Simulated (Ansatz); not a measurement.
`BC#CBO` + `C#[C][SnH3]` → `[BH2][SnH2][C]#C` + `C#CBO` at 500 K and 1 bar (formal exchange of groups at a B–C bond).

Calculated with Ansatz (gas phase, PBE0-D4/def2-TZVP geometries, no zero-point term in ΔE). CCSD(T)/CBS adds triple-zeta CCSD(T) − MP2 to the extrapolated MP2 energy (def2 sets, frozen cores). def2 core potentials past Kr. For Sn outer-core shells are correlated without core-valence functions, which leaves a few kJ/mol of doubt a bond. One conformer a species, not always the lowest.

| species | CCSD(T)/CBS energy (Eh) | H − E (kJ/mol) | S (J/(mol·K)) |
| --- | --- | --- | --- |
| `BC#CBO` | -203.26178 | 194.5 | 375.2 |
| `C#[C][SnH3]` | -292.44374 | 136.6 | 342.8 |
| `[BH2][SnH2][C]#C` | -317.81248 | 181.8 | 415.3 |
| `C#CBO` | -177.86821 | 154.8 | 324.5 |

H − E and S are ideal-gas, rigid-rotor, harmonic terms from PBE0-D4/def2-TZVP, for one conformer and one mirror image of each species. 1 Eh = 2625.50 kJ/mol, R = 8.31446 J/(mol·K).

Problem. By hand: ΔE, ΔH, ΔS and ΔG.

Solution. ΔE = (-317.81248) + (-177.86821) − (-203.26178) − (-292.44374) = 0.02483 Eh = 65.2 kJ/mol. Δ(H − E) = 181.8 + 154.8 − 194.5 − 136.6 = 5.5, so ΔH = 70.7 kJ/mol. ΔS = 415.3 + 324.5 − 375.2 − 342.8 = 21.8 J/(mol·K). ΔG = 70.7 − 500 × (21.8)/1000 = 59.8 kJ/mol.

Problem. By hand: the equilibrium constant, and the temperature at which ΔG would vanish if ΔH and ΔS stayed fixed.

Solution. log₁₀ K = −ΔG/(RT ln 10) = -6.2. ΔG = 0 at ΔH/ΔS = 3243 K, far beyond where these terms or the molecules hold.

ΔH outweighs TΔS. A doubt of 5 kJ/mol in ΔE shifts log₁₀ K by 0.5 here. Other conformers and mirror images would add mixing entropy, several J/(mol·K) or more a flexible species. These are equilibria of isolated gas molecules and say nothing of rates. Largest T1 diagnostic: 0.016 (customary marks: 0.02 for closed shells, 0.045 for open ones).
